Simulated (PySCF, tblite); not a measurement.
Isomers of C4H7N3OSi, one GFN2-xTB conformer each. Single-point energies are computed at PBE0/pcSseg-1 (PySCF, gas phase, no added dispersion term), electronic only.

```json
{"SMILES": "Cc1ncnnc1O[SiH3]", "GFN2-xTB relative energy (kJ/mol)": "0.0"}
{"SMILES": "CC(=O)c1n[nH]nc1[SiH3]", "GFN2-xTB relative energy (kJ/mol)": "179.7"}
{"SMILES": "CC(=O)c1cnn([SiH3])n1", "GFN2-xTB relative energy (kJ/mol)": "103.1"}
{"SMILES": "CC(=O)c1cn([SiH3])nn1", "GFN2-xTB relative energy (kJ/mol)": "110.0"}
```

Conformers: `[CH3:1][c:2]1[n:3][cH:4][n:5][n:6][c:7]1[O:8][SiH3:9]` with N6–C7–O8–Si9 0°; `[CH3:1][C:2](=[O:3])[c:4]1[n:5][nH:6][n:7][c:8]1[SiH3:9]` with C1–C2–C4–N5 0°; `[CH3:1][C:2](=[O:3])[c:4]1[cH:5][n:6][n:7]([SiH3:8])[n:9]1` with C1–C2–C4–C5 180°; `[CH3:1][C:2](=[O:3])[c:4]1[cH:5][n:6]([SiH3:7])[n:8][n:9]1` with C1–C2–C4–C5 175°.

Task: What does PBE0/pcSseg-1 give for the same structures?

Result: 
```tsv
SMILES	PBE0/pcSseg-1 E (Eh)	PBE0/pcSseg-1 (kJ/mol)	GFN2-xTB (kJ/mol)	point group
Cc1ncnnc1O[SiH3]	-684.97376	0.0	0.0	Cs
CC(=O)c1cnn([SiH3])n1	-684.96615	20.0	103.1	Cs
CC(=O)c1cn([SiH3])nn1	-684.96014	35.8	110.0	–
CC(=O)c1n[nH]nc1[SiH3]	-684.95531	48.5	179.7	Cs
```

Both levels put the same isomer lowest; measured from each level's own lowest isomer, the values differ by up to 131.2 kJ/mol (CC(=O)c1n[nH]nc1[SiH3]: 179.7 against 48.5). As drawn, the lowest has an Si–O bond, which the highest lacks; the highest has a C=O bond, an N–H bond and an Si–C bond, which the lowest lacks.

Task: Which frontier levels, dipoles and rotational constants go with these structures?

Result: 
```
                SMILES  HOMO (eV, PBE0/pcSseg-1)  LUMO (eV)  dipole (D)       A, B, C (MHz)
      Cc1ncnnc1O[SiH3]                     -6.95      -1.84        2.42   2537, 1115, 785.6
 CC(=O)c1cnn([SiH3])n1                     -7.56      -1.53        3.79  3679, 795.4, 661.7
 CC(=O)c1cn([SiH3])nn1                     -7.42      -1.39        3.88  4244, 740.4, 638.0
CC(=O)c1n[nH]nc1[SiH3]                     -7.81      -1.75        3.10   1733, 1515, 820.5
```

Task: What happens when harmonic zero-point energies from GFN2-xTB frequencies are added?

Result: 
| SMILES | ZPE (kJ/mol) | electronic (kJ/mol) | with ZPE (kJ/mol) |
| --- | --- | --- | --- |
| Cc1ncnnc1O[SiH3] | 282.8 | 0.0 | 0.0 |
| CC(=O)c1cnn([SiH3])n1 | 281.9 | 20.0 | 19.1 |
| CC(=O)c1cn([SiH3])nn1 | 281.7 | 35.8 | 34.7 |
| CC(=O)c1n[nH]nc1[SiH3] | 284.6 | 48.5 | 50.3 |

The zero-point energies span 2.9 kJ/mol. The order is unchanged.
